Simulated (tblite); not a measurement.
C3H11OSi3 (doublet state).
Structure used (GFN2-xTB), in Å, numbered top down from 1:
```xyz
18
C3H11OSi3 angstrom
Si     2.3746    0.9635    0.1797
O      1.5543   -0.2918   -0.3980
Si     1.0756   -1.8282   -0.6697
C     -0.7829   -1.9023   -0.5914
Si    -1.9823   -0.5668   -0.4403
C     -1.5219    1.2148   -1.0251
C     -1.5199    1.0798    0.4571
H      2.1764    1.0173    1.6305
H      1.8014    2.1355   -0.4831
H      3.7898    0.7976   -0.1484
H      1.6326   -2.1464   -1.9932
H      1.7220   -2.6606    0.3561
H     -1.1972   -2.8966   -0.6882
H     -3.4289   -0.7654   -0.4395
H     -0.5610    1.3193   -1.5019
H     -2.2910    1.8295   -1.4693
H     -0.5584    1.1058    0.9440
H     -2.2920    1.6013    1.0044
```

Computed with GFN2-xTB (tblite): harmonic, unscaled wavenumbers at the GFN2-xTB geometry, gas phase. Errors from tens to a few hundred cm⁻¹ against measured bands are possible. Modes of hydrogen on silicon can be 10 to 20 % off. One conformer, not necessarily the lowest. Open shells enter through the occupations alone, without spin polarisation, and single modes of such species can be off by tens of per cent.

Harmonic wavenumbers (cm⁻¹): 32.6, 56.3, 71.8, 85.0, 90.8, 104.6, 138.1, 167.6, 315.4, 444.4, 480.9, 509.5, 537.2, 568.6, 573.2, 596.3, 607.2, 622.6, 635.4, 683.0, 724.4, 737.5, 761.4, 786.2, 792.0, 801.2, 838.3, 841.9, 957.4, 977.4, 1000.8, 1098.9, 1140.2, 1170.0, 1170.4, 1407.7, 1446.0, 2140.2, 2179.1, 2226.4, 2243.3, 2266.1, 2276.1, 3043.6, 3060.1, 3068.1, 3098.6, 3113.3.

A = 1903, B = 1049, C = 728.6 MHz; mass 147.012 u (most abundant isotopes); point group C1, symmetry number 1; spin multiplicity 2.

Task: Zero-point energy?

Result: ½Σν̃ = 26344 cm⁻¹ = 315.14 kJ/mol.

Task: Entropy at 298.15 K, 1 bar (ideal gas, RRHO, classical rotation)?

Result: Translation 171.10, rotation 124.61, vibration 166.71, spin (R ln 2) 5.76: S = 468.2 J/(mol K).

Task: And Cp and H(298.15 K) − H(0)?

Result: Cp = 188.77 J/(mol K), of which vibrations give 155.51 (their classical limit is 48 R = 399.1); H(298.15 K) − H(0) = 34.32 kJ/mol without the zero-point energy, 24.40 from vibrations.

Task: How do the functions run with temperature in this model?

Result: 
```tsv
T (K)	S (J/(mol K))	Cp (J/(mol K))	H − H(0) (kJ/mol)	G − H(0) (kJ/mol)	ln q(vib)
100	325.4	93.9	6.71	-25.83	3.18
200	403.2	138.9	18.19	-62.45	6.90
300	469.3	189.6	34.67	-106.13	10.27
500	584.6	261.2	80.40	-211.89	16.64
800	721.7	321.1	168.63	-408.75	25.25
1000	796.3	346.5	235.53	-560.73	30.34
```

q(vib) and H(0) count from the zero-point level.

Task: What must be added to the electronic energy to get the Gibbs energy at 298.15 K and 1 bar?

Result: ZPE + [H(298.15 K) − H(0)] − T·S = 315.14 + 34.32 − 139.59 = 209.87 kJ/mol.

Task: Blend soft modes into free rotors: weight 1/[1 + (100 cm⁻¹/ν̃)⁴] for the oscillator and the rest for a rotor with moment μB/(μ + B), μ = h/(8π²ν), B = 10⁻⁴⁴ kg m². What vibrational entropy results?

Result: 147.11 J/(mol K) in place of 166.71, which changes −T·S at 298.15 K by +5.84 kJ/mol.

Hindered rotation and anharmonicity are outside this model. Other conformers, if any are populated, would add a mixing term that is left out. The structure is chiral; the term R ln 2 for an equal mix with its mirror image is left out.
